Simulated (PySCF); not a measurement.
Screening by computed properties: pick the candidate that meets the target.

All species are isolated and taken at one optimised geometry, non-relativistic unless stated. Electronic properties by PySCF.

Dipoles, sizes and rotational constants follow the conformer. The torsions of the flexible species, by atom-mapped SMILES:
- `[O:1]=[CH:2][C:3](=[O:4])[SiH2:5][C@@H:6]([SiH3:7])[S:8][SiH3:9]`: O1–C2–C3–O4 114°, C2–C3–Si5–C6 69°, C3–Si5–C6–Si7 60°, Si5–C6–S8–Si9 135°
- `[CH3:1][CH:2]([CH3:3])[C@@H:4]1[CH2:5][CH2:6][P@@H:7]1=[S:8]`: C1–C2–C4–C5 176°
- `[CH3:1][C:2]([CH3:3])([CH3:4])[n:5]1[cH:6][n:7][n:8][cH:9]1`: C1–C2–N5–C6 60°
- `[CH3:1][CH2:2][CH2:3][CH2:4][n:5]1[cH:6][cH:7][n:8][n:9]1`: C1–C2–C3–C4 179°, C2–C3–C4–N5 -66°, C3–C4–N5–C6 -78°
- `[CH2:1]=[C:2]([CH3:3])[P@@:4]([CH3:5])(=[O:6])[CH2:7][PH2:8]`: C1–C2–P4–C5 57°, C2–P4–C7–P8 -68°, H–P8–C7–P4 -42°, H–P8–C7–P4 50°

(1) Wanted: smallest rotational constant below 0.9 GHz (GFN2-xTB) and HOMO energy above -6.9 eV (PBE0/pcSseg-1), at GFN2-xTB geometries. Which candidate meets both?
A. `CCCCn1ccnn1`
B. `CC(C)(C)n1cnnc1`
C. `O=CC(=O)[SiH2][C@@H]([SiH3])S[SiH3]`
D. `C1C[C@@H](C(C)C)[P@H]1=S`

(2) Wanted: dipole moment between 3 D and 6 D (PBE0/pcSseg-1) and HOMO–LUMO gap below 6.7 eV (PBE0/pcSseg-1), at GFN2-xTB geometries. Which candidate meets both?
A. `CC(C)[C@@H]1CC[P@@H]1=S`
B. `O=CC(=O)[SiH2][C@@H]([SiH3])S[SiH3]`
C. `C=C(C)[P@@](C)(=O)CP`
D. `CC(C)(C)n1cnnc1`

## Answers

(1) C. Computed values:
```csv
species,smallest rotational constant,HOMO energy
O=CC(=O)[SiH2][C@@H]([SiH3])S[SiH3],0.446 GHz,-6.77 eV
CCCCn1ccnn1,0.880 GHz,-7.52 eV
C1C[C@@H](C(C)C)[P@H]1=S,0.946 GHz,-6.55 eV
CC(C)(C)n1cnnc1,1.140 GHz,-7.02 eV
```

(2) C. Computed values:
```
                            species  dipole moment  HOMO–LUMO gap
O=CC(=O)[SiH2][C@@H]([SiH3])S[SiH3]         1.93 D        4.33 eV
               C=C(C)[P@@](C)(=O)CP         3.66 D        6.54 eV
            CC(C)[C@@H]1CC[P@@H]1=S         4.37 D        6.85 eV
                    CC(C)(C)n1cnnc1         6.70 D        7.51 eV
```
